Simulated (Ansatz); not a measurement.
Relaxation of Cu3O2 with UKS B3LYP-D4/def2-SVP.

```sh
$ ansatz run in.yaml --threads 4 --pin off --events-out ev --progress --plain --max-ram 4787MiB
```

```yaml
crystal:
  periodic: [false, false, false]
  atoms:
    - {symbol: Cu, position_ang: [0.255580, 1.673810, -0.080330]}
    - {symbol: Cu, position_ang: [-1.671990, 0.260760, -0.103070]}
    - {symbol: Cu, position_ang: [0.888040, -1.212860, 0.111850]}
    - {symbol: O, position_ang: [-0.834880, -1.167240, 0.021480]}
    - {symbol: O, position_ang: [1.363250, 0.445520, 0.050070]}
basis:
  gaussian: {orbitals: def2-SVP}
magnetization: {spin_polarized: true, initial_magnetization: 1}
hamiltonian: {xc: {name: B3LYP}, dispersion: d4}
scf: {lower_state_search: "off"}
output: {orbitals: {seedname: orbitals}}
relax: {f_tol: 0.02, max_steps: 100}
```

Run time 13 s (4 threads of AMD EPYC 9R45 on a shared host).

Positions (Å) and forces (eV/Å) at steps 1, 2, 3, 4, 5, 7 of 7:

```xyz
5
step=1 energy=-137995.7386 eV
Cu    0.256    1.674   -0.080   -1.719    2.140   -0.216
Cu   -1.672    0.261   -0.103   -1.508    2.264   -0.207
Cu    0.888   -1.213    0.112    0.483   -0.653    0.059
O    -0.835   -1.167    0.021   -0.868   -3.502    0.150
O     1.363    0.446    0.050    3.612   -0.249    0.214
5
step=2 energy=-137996.2237 eV
Cu    0.276    1.700   -0.080   -1.111    1.056   -0.118
Cu   -1.703    0.249   -0.104   -0.664    1.367   -0.110
Cu    0.869   -1.187    0.112   -0.027    0.042   -0.004
O    -0.889   -1.238    0.021   -0.428   -2.198    0.098
O     1.447    0.475    0.051    2.231   -0.267    0.134
5
step=3 energy=-137996.5836 eV
Cu    0.295    1.683    0.046   -0.343    0.417    0.053
Cu   -1.678    0.216   -0.181   -0.354    0.582   -0.127
Cu    0.774   -1.055    0.172    0.127   -0.057   -0.023
O    -0.977   -1.358    0.051   -0.233   -0.909    0.147
O     1.586    0.514   -0.088    0.803   -0.032   -0.051
5
step=4 energy=-137996.6436 eV
Cu    0.306    1.675    0.198   -0.014   -0.152   -0.055
Cu   -1.666    0.184   -0.360    0.151   -0.039    0.071
Cu    0.753   -1.026    0.102   -0.117    0.146   -0.024
O    -1.022   -1.371    0.230    0.015    0.044   -0.031
O     1.629    0.538   -0.170   -0.035    0.001    0.038
5
step=5 energy=-137996.6484 eV
Cu    0.302    1.674    0.139    0.008   -0.008    0.007
Cu   -1.666    0.196   -0.296    0.000   -0.008   -0.012
Cu    0.746   -1.016    0.112   -0.044    0.066   -0.023
O    -1.023   -1.391    0.178    0.019   -0.023    0.021
O     1.642    0.538   -0.133    0.017   -0.027    0.008
5
step=7 energy=-137996.6499 eV
Cu    0.303    1.666    0.154    0.009    0.002    0.004
Cu   -1.660    0.187   -0.319   -0.005   -0.007   -0.003
Cu    0.736   -1.006    0.088   -0.005    0.008    0.000
O    -1.028   -1.389    0.209    0.003    0.000    0.001
O     1.650    0.542   -0.132   -0.003   -0.003   -0.001
```

Another isomer (doublet) lies 0.25 eV lower at PBE0-D4/def2-TZVP; other spin states weren't run for this one.
